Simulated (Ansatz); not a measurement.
Consider the cleavage of the Si–Si bond: `O[SiH](F)[SiH2][SiH3]` + `CBO` → `CBO[SiH](O)F` + `[SiH3][SiH3]`.

Calculated with Ansatz (gas phase, PBE0-D4/def2-TZVP geometries, no zero-point term in ΔE). CCSD(T)/CBS is the MP2 limit (def2-TZVPP, def2-QZVPP) plus CCSD(T) − MP2 in def2-TZVPP, frozen cores. Functionals use def2-TZVPP. Each species was taken in one conformer, which may not be the lowest.

CCSD(T)/CBS gives -121.6 kJ/mol.

Question: Another level gave -151.7 kJ/mol. Which?
A. HF/def2-TZVPP
B. ωB97M-V/def2-TZVPP
C. SCS-MP2/def2-TZVPP
D. PBE-D4/def2-TZVPP

Answer: A. HF/def2-TZVPP -151.7, PBE-D4 -91.9, SCS-MP2/def2-TZVPP -131.1, ωB97M-V -122.8 kJ/mol.

Largest T1 diagnostic among the species: 0.013.

In def2-TZVPP, CCSD(T) changes the Hartree–Fock value by +28.6 kJ/mol (the triples alone add +4.4 kJ/mol) and MP2 by +24.3 kJ/mol. From PBE to PBE0 (25 % exact exchange), in def2-TZVPP and without D4, ΔE moves by −11.5 kJ/mol.
